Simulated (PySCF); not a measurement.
A GIAO shielding run with PySCF 2.14.0 with density-fitted response routines (density fitting, non-relativistic, gas phase) on `C[S@@](=O)[C@@H](C#N)[S@@](=O)[O-]`, [C$_{3}$H$_{4}$NO$_{3}$S$_{2}$]-:

```
$ OMP_NUM_THREADS=1 python probes_run.py task.json out

{"job": {"kind": "nmr", "xc": "PBE0", "basis": "pcSseg-1"}, "charge": -1, "multiplicity": 1}
C     -1.406047    -0.270657    -0.673250
S     -0.483029     1.223530    -0.136770
O     -1.361461     1.895371     0.847612
C      0.804188     0.316178     0.807448
C      0.371706    -0.764627     1.564404
N      0.025226    -1.695151     2.154929
S      2.056812    -0.135360    -0.736160
O      1.315804    -1.175165    -1.476189
O      2.004777     1.181919    -1.399520
H     -1.812368    -0.776414     0.195829
H     -0.696230    -0.902026    -1.201278
H     -2.203322     0.054356    -1.334758
H      1.379555     1.048532     1.369976
```

Hardware: 1 thread of an Arm Neoverse V2, shared host. The job also computes population analyses, field gradients.

Q: How large is the calculation?

A: 86 electrons, 187 basis functions and 1014 auxiliary functions.

Q: How long does it take, and how much memory does it need?

A: 37 s of wall time, with 16 SCF cycles and 5 response iterations; peak memory 0.85 GiB. Times on a shared host scatter by some tens of per cent.
